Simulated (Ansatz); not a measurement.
Geometry optimisation, RKS PBE/def2-SVP in Ansatz 0.2.0.

input.yaml

```yaml
crystal:
  periodic: [false, false, false]
  atoms:
    - { symbol: Al, position_ang: [-0.00458, 0.245519, -0.016028] }
    - { symbol: Cl, position_ang: [-0.00796, 0.490266, 2.177365] }
    - { symbol: H, position_ang: [1.41445, 0.281538, -0.717669] }
    - { symbol: H, position_ang: [-1.424275, 0.201402, -0.715732] }
    - { symbol: Br, position_ang: [0.105108, -3.171064, 1.125174] }
    - { symbol: H, position_ang: [0.094858, -2.07556, 2.16369] }
basis:
  gaussian: { orbitals: def2-SVP }
hamiltonian:
  xc: pbe
relax:
  f_tol: 0.03
  max_steps: 50
```

Command:

```bash
$ ansatz run input.yaml --threads 1 --pin off --max-ram 2048MiB --backend cpu --events-out ev --progress --plain --runs-dir out
```

Problem. Where does it end, and by what steps?

Solution. The run converged. After 8 steps the energy has fallen by 0.212 eV; Br5 moved furthest, 0.53 Å. Joined: Al1–Br5 (3.60 → 2.75 Å).

| step | energy less start (eV) | largest force component (eV/Å) | accepted |
| --- | --- | --- | --- |
| 0 | 0.0000 | 1.046 | yes |
| 1 | -0.1148 | 0.199 | yes |
| 2 | -0.1797 | 0.359 | yes |
| 3 | -0.2055 | 0.153 | yes |
| 4 | -0.2095 | 0.058 | yes |
| 5 | -0.2105 | 0.035 | yes |
| 6 | -0.2110 | 0.045 | yes |
| 7 | -0.2119 | 0.036 | yes |
| 8 | -0.2121 | 0.012 | yes |

```xyz
6
Properties=species:S:1:pos:R:3
Al 0.009 -0.070 0.100
Cl 0.003 0.386 2.255
H 1.423 0.100 -0.609
H -1.418 0.007 -0.596
Br 0.096 -2.705 0.866
H 0.065 -1.747 2.001
```

Run time: 18 s on 1 thread of Arm Neoverse V2, on a shared host, peak memory 0.12 GiB.
